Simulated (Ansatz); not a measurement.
Start from `C=C[SiH2]N[SiH](Cl)Cl` and change one atom or group to get `O[SiH](O)N[SiH](Cl)Cl`.

Ansatz, PBE0-D4/def2-TZVP geometries, multiplicity 1. Each molecule was computed in one conformer, which needn't be the lowest.

```csv
property,`C=C[SiH2]N[SiH](Cl)Cl`
LUMO energy (PBE0/def2-TZVPP) / eV,-0.50
HOMO–LUMO gap (PBE0/def2-TZVPP) / eV,7.47
LUMO energy (PBE/def2-TZVPP) / eV,-1.51
HOMO energy (PBE/def2-TZVPP) / eV,-6.71
size of the dipole moment (ωB97M-V/def2-TZVPP) / D,1.54
HOMO–LUMO gap (ωB97M-V/def2-TZVPP) / eV,11.78
```

(1) Give the same properties after the change, and the shifts. (Estimate.)

Results:

(1) The calculation gave: 
```json
{"property": "LUMO energy (PBE0/def2-TZVPP) / eV", "`O[SiH](O)N[SiH](Cl)Cl`": "0.49", "shift": "0.99"}
{"property": "HOMO–LUMO gap (PBE0/def2-TZVPP) / eV", "`O[SiH](O)N[SiH](Cl)Cl`": "8.83", "shift": "1.36"}
{"property": "LUMO energy (PBE/def2-TZVPP) / eV", "`O[SiH](O)N[SiH](Cl)Cl`": "-0.46", "shift": "1.05"}
{"property": "HOMO energy (PBE/def2-TZVPP) / eV", "`O[SiH](O)N[SiH](Cl)Cl`": "-6.91", "shift": "-0.20"}
{"property": "size of the dipole moment (ωB97M-V/def2-TZVPP) / D", "`O[SiH](O)N[SiH](Cl)Cl`": "0.99", "shift": "-0.55"}
{"property": "HOMO–LUMO gap (ωB97M-V/def2-TZVPP) / eV", "`O[SiH](O)N[SiH](Cl)Cl`": "12.84", "shift": "1.06"}
```

With PBE0 the HOMO falls by 0.37 eV and the LUMO rises by 0.99 eV, so the gap widens by about 1.36 eV. PBE moves the HOMO by -0.20 eV and ωB97M-V by -0.44 eV. Dipoles are sizes alone; their direction can turn.
